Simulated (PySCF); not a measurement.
C2H5ClGe.
Geometry (PBE0-D3(BJ)/def2-SVP, Å), atoms numbered from 1 in this order:
```xyz
9
C2H5ClGe angstrom
C     -1.1799    1.2483    0.2972
C     -0.1075    0.9278   -0.4321
Ge     1.6741    1.4610    0.0764
Cl     2.3938    2.8914   -1.3878
H     -2.1920    0.9486    0.0032
H     -1.0991    1.8305    1.2223
H     -0.2354    0.3542   -1.3576
H      2.6760    0.2962    0.0568
H      1.6406    2.1763    1.4358
```

Lines to be assigned: C 1s: 290.68 (area 1), 290.94 (area 1) eV; Cl 1s: 2827.90 eV; Cl 2p3/2: 205.31 eV.

Method: PySCF, delta-SCF UKS SCAN, pcX-2 on the ionised atom, pcseg-1 elsewhere, spin-free X2C. Isolated species at its PBE0-D3(BJ)/def2-SVP geometry (one conformer only).

(1) Assign the C 1s lines to atoms.

Results:

(1) 290.68 eV: C2 (alkene CH carbon); 290.94 eV: C1 (terminal =CH2 carbon). Lowest listed C 1s: C2, bonded to C (double bond), H and Ge. Highest, 0.26 eV above it: C1, bonded to C (double bond) and 2 H. Summing the Pauling electronegativity differences to the bonded atoms, each weighted by its formal bond order, gives -0.89 for the lowest site and -0.70 for the highest.

Bonded neighbours of each site: C1: C (double bond) and 2 H; C2: C (double bond), H and Ge; Cl4: Ge.

**Question.** What is the longest wavelength that can ionise C 1s of C2 vertically?

**Answer.** λ = hc/E = 12398.42 eV Å / 290.68 eV = 42.653 Å.

The 2p values add to the ΔSCF energy of one spin-free hole a correction within the shell (spin–orbit coupling, ligand field). 2p1/2 minus 2p3/2 (ligand field included): Cl 1.65 eV. No level of germanium is listed.
